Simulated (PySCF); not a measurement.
Au(Cl)(CO) cation (CAuClO), SMILES [O+]#[C-]->[Au][Cl] (connectivity only; charge and spin as stated), charge +1, multiplicity 2. Atoms are numbered in the order given.

```xyz
4

Au     0.0434     0.0232     0.0000
Cl    -0.1107    -2.2955     0.0000
O     -0.1420     3.1357     0.0000
C     -0.0690     2.0175     0.0000
```
Charge +1, spin multiplicity 2.

Geometry: B3LYP-D3(BJ)/def2-SVP. The multiplicity is an assumed one; other spin states were not compared. The isomer is the one that the SMILES or the coordinates give; other isomers of the formula were not compared. The def2 effective core potentials stand for the cores of Au; spin–orbit coupling is left out.

Computed with PySCF with B3LYP/def2-TZVPD.

Mulliken values depend strongly on the basis, most of all with diffuse functions as here. ESP charges are fitted to the potential on shells at 1.4 to 2.0 van der Waals radii. Atomic charges (e):

| atom | Mulliken | ESP fit | Mulliken spin |
|---|---|---|---|
| Au1 | 0.39 | 0.28 | 0.15 |
| Cl2 | 0.11 | 0.33 | 0.85 |
| O3 | -0.07 | 0.01 | 0.01 |
| C4 | 0.57 | 0.38 | -0.01 |
